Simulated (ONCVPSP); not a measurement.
cobalt (Co): excitation energies, all-electron against ONCV

ONCVPSP 4.0.1 input, shortened (lines: element, Z, core and valence counts, functional; n l f; lmax; l rc ep ncon nbas qcut; lloc lpopt rc5 dvloc0; l nproj debl; icmod fcfact rcfact), LDA (Perdew-Zunger), scalar-relativistic:

```
  Co 27.00    3    3        3      upf
    1    0    2.00
    2    0    2.00
    2    1    6.00
    3    0    2.00
    3    1    6.00
    3    2    6.00
    2
    0    1.10    0.00    4    7   10.30
    1    0.80    0.00    3    7    8.70
    2    1.25    0.00    4    9   10.80
    4    5    0.50   -1.00
    0    2    0.80
    1    2    1.20
    2    2    2.20
    0    0.00    0.00
```

In the s channel the program set the typed energies aside and used -5.154, 0.250 Ha. In the p channel the program set the typed energies aside and used -3.811, 0.250 Ha.

Energies are relative to the spin-unpolarised reference configuration 3s2 3p6 3d6; without spin polarisation the order of configurations can differ from experiment.

```tsv
valence configuration	charge	ΔE all-electron (eV)	error AE − PS (meV)
3s2 3p6 3d7 4s1	+1	-53.273	+21
3s2 3p6 3d7	+2	-36.189	+34
3s2 3p6 3d7 4s1.5	+0.5	-58.848	+17
```

Question: What are ΔE and the potential's error for 3s2 3p6 3d7 4s2?

Answer: ΔE = -62.569 eV all-electron; the error (AE − PS) is +14 meV.
